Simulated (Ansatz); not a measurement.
**Which isomer of GaH5Si2 gives these data?**

These gas-phase data were calculated for one isomer of GaH5Si2 at B3LYP/6-31G* (harmonic, unscaled wavenumbers; equilibrium rotational constants with average atomic masses):

- rotational constants: 9.968, 1.182, 1.082 GHz
- all wavenumbers above 1500 cm⁻¹: 2223, 2221, 2212, 2159, 2147

Candidates:

(1) `[SiH3][SiH2][Ga]`, a singlet
(2) `[SiH2]1[SiH2][GaH]1`, a singlet

Task: Which structure fits?

Result: Candidate (1). 5 modes lie between 2000 and 2380 cm⁻¹, one for each Si–H bond, while (2) has 4.

The same quantities for all candidates:

```
     rotational constants (GHz)   wavenumbers above 1500 cm⁻¹  E above the lowest, B3LYP/6-31G* (kcal/mol)
(1)         9.968, 1.182, 1.082  2223, 2221, 2212, 2159, 2147                                          0.0
(2)         5.189, 3.073, 2.016  2208, 2201, 2177, 2177, 1884                                         26.2
```

Harmonic stretches to hydrogen usually lie a few per cent above observed fundamentals. Programs: Ansatz 0.2.0.
